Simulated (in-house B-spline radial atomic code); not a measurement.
A fraction x of an electron is removed from 4d in Sm3+, starting from [Xe] 4f5 and keeping the highest spin. Level of theory: scalar-relativistic (X2C) r2SCAN0, spin-polarised, spherical fractional occupations, Fermi nucleus of rms radius 5.0819 fm; calculated with a B-spline radial code for spherical atoms.

Caution: exact exchange at fractional occupations of open shells leaves self-interaction of up to several eV.

```json
{"x": "0", "E(x) - E(0) (eV)": "0.0000", "4d down level (eV)": "-162.915"}
{"x": "0.07", "E(x) - E(0) (eV)": "11.4496", "4d down level (eV)": "-164.219"}
{"x": "0.14", "E(x) - E(0) (eV)": "22.9910", "4d down level (eV)": "-165.536"}
{"x": "0.31", "E(x) - E(0) (eV)": "51.4069", "4d down level (eV)": "-168.779"}
{"x": "0.38", "E(x) - E(0) (eV)": "63.2688", "4d down level (eV)": "-170.133"}
{"x": "0.5", "E(x) - E(0) (eV)": "83.8250", "4d down level (eV)": "-172.476"}
{"x": "0.6", "E(x) - E(0) (eV)": "101.1712", "4d down level (eV)": "-174.451"}
{"x": "0.69", "E(x) - E(0) (eV)": "?", "4d down level (eV)": "?"}
{"x": "0.79", "E(x) - E(0) (eV)": "?", "4d down level (eV)": "?"}
{"x": "0.89", "E(x) - E(0) (eV)": "152.6040", "4d down level (eV)": "-180.283"}
{"x": "1", "E(x) - E(0) (eV)": "172.5587", "4d down level (eV)": "-182.533"}
```

(1) What belongs in the row x = 0.69?

(2) What belongs in the row x = 0.79?

(3) Check Janak's theorem between x = 0.07 and 0.14.

Results:

(1) An energy change of 116.9525 eV; 4d down at -176.245 eV.

(2) An energy change of 134.6773 eV; 4d down at -178.255 eV.

(3) The slope of the energy is 164.88 eV; the orbital levels give 164.88 eV (-ε of the emptying orbital, averaged over the two points).
